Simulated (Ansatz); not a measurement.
CH3BO, SMILES `B[C]O` (lower singlet) (charge 0, multiplicity 1). This singlet lies 0.87 eV below the relaxed triplet at the level frozen-core CCSD(T)/cc-pVTZ // PBE0-D3(BJ)/def2-TZVP (Ansatz, a first-principles code).

Cartesian coordinates (Å):
```xyz
6

B     -0.9750    -0.0923     0.4053
C      0.3738    -0.1163     0.0991
O      1.5991    -0.2553    -0.1682
H     -1.7505    -0.1735    -0.5011
H     -1.2838     0.0420     1.5524
H      2.0363     0.5954    -0.3576
```
Charge 0, multiplicity 1.

Frozen-core energies in cc-pVDZ from Ansatz at a geometry from PBE0-D3(BJ)/def2-TZVP; the HF reference has <S^2> = 0.00 and the T1 diagnostic is 0.023.

```
level     energy (Ha)  difference from CCSDT(Q) (mHa)
--------  -----------  ------------------------------
HF         -139.06577                          439.25
MP2        -139.45613                           48.89
CCSD       -139.48912                           15.90
CCSD(T)    -139.50281                            2.21
CCSDT      -139.50384                            1.18
CCSDT(Q)   -139.50502                            0.00
```
